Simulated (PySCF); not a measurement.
Excitations are Tamm–Dancoff values on a coarser integration grid. The basis has no diffuse functions, so Rydberg states are missing or too high.

Species: F₃In, SMILES `[F][In]([F])[F]` (charge 0, multiplicity 1).

**Question.** Predict the S1 excitation (TDA), dipole moment and LUMO from TPSSh-D3(BJ)/def2-TZVP // CAM-B3LYP-D3(BJ)/def2-SVP in PySCF.

**Answer.** 
```json
{
  "S1 excitation (TDA)": "5.68 eV",
  "dipole_moment": "0.00 D",
  "LUMO": "-3.87 eV"
}
```
